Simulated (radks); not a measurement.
Task: In31+, configuration [Ar]. All-electron calculation, Dirac Kohn-Sham, PBEsol, spin-unpolarised, spherical densities, point nucleus. Program: a radial shooting solver on a logarithmic mesh with Libxc functionals. Some entries of the table are withheld. Estimate them.

orbital  occ.  eigenvalue (eV)  <1/r> (bohr^-1)
1s1/2       2              (1)            51.84
2s1/2       2              (2)            12.11
2p1/2       2              (3)            12.06
2p3/2       4              (4)            11.28
3s1/2       2        -2076.827            4.733
3p1/2       2              (5)            4.668
3p3/2       4              (6)            4.469

Result: 
(1) 1s1/2 eigenvalue (eV): -29292.09
(2) 2s1/2 eigenvalue (eV): -5690.087
(3) 2p1/2 eigenvalue (eV): -5423.698
(4) 2p3/2 eigenvalue (eV): -5209.772
(5) 3p1/2 eigenvalue (eV): -1978.796
(6) 3p3/2 eigenvalue (eV): -1929.075
